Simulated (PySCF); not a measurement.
**CsP⁺: from constants to spectrum**

UHF-CCSD(T) constants of CsP⁺, ⁴Σ⁻ (quartet), unpaired electrons σ ↑, π ↑↑ (Cs def2-SVPD with ECP46, P def2-SVPD; scalar-relativistic core potentials (PySCF 2.14); masses 132.9054 and 30.9738 u):

- ωe: 61.3 cm⁻¹
- ωexe: 0.98 cm⁻¹
- Be: 0.042753 cm⁻¹
- αe: 0.000682 cm⁻¹
- D (centrifugal): 8.3e-08 cm⁻¹
- De to Cs⁺ + P: 0.150 eV

**Question.** Give the vibrational terms G(v) and spacings up to v = 6.

**Answer.** G(v) = ωe(v+½) − ωexe(v+½)².

```json
{"v": "0", "G(v) (cm⁻¹)": "30.4", "G(v) − G(v−1)": "", "Bv (cm⁻¹)": "0.04241"}
{"v": "1", "G(v) (cm⁻¹)": "89.7", "G(v) − G(v−1)": "59.3", "Bv (cm⁻¹)": "0.04173"}
{"v": "2", "G(v) (cm⁻¹)": "147.1", "G(v) − G(v−1)": "57.4", "Bv (cm⁻¹)": "0.04105"}
{"v": "3", "G(v) (cm⁻¹)": "202.5", "G(v) − G(v−1)": "55.4", "Bv (cm⁻¹)": "0.04037"}
{"v": "4", "G(v) (cm⁻¹)": "256.0", "G(v) − G(v−1)": "53.5", "Bv (cm⁻¹)": "0.03968"}
{"v": "5", "G(v) (cm⁻¹)": "307.5", "G(v) − G(v−1)": "51.5", "Bv (cm⁻¹)": "0.03900"}
{"v": "6", "G(v) (cm⁻¹)": "357.0", "G(v) − G(v−1)": "49.5", "Bv (cm⁻¹)": "0.03832"}
```

**Question.** How well does the Morse estimate ωe²/(4ωexe) reproduce De, and what is D0?

**Answer.** It gives 0.119 eV, 79 % of the computed De. D0 = De − G(0) = 0.150 − 0.004 = 0.146 eV.

Correlated steps freeze 5 core orbitals. The bond is weak. Basis-set superposition, not corrected here, can be much of De in a small basis, most of all at correlated wavefunction levels. Spin–orbit coupling is left out, which matters for elements this heavy, above all for dissociation energies. For an ion De counts to the pair picked by the measured ionisation energies or electron affinities, which need not be the lowest pair at this level. The state was picked by a PBE0 search and need not be the measured ground state.
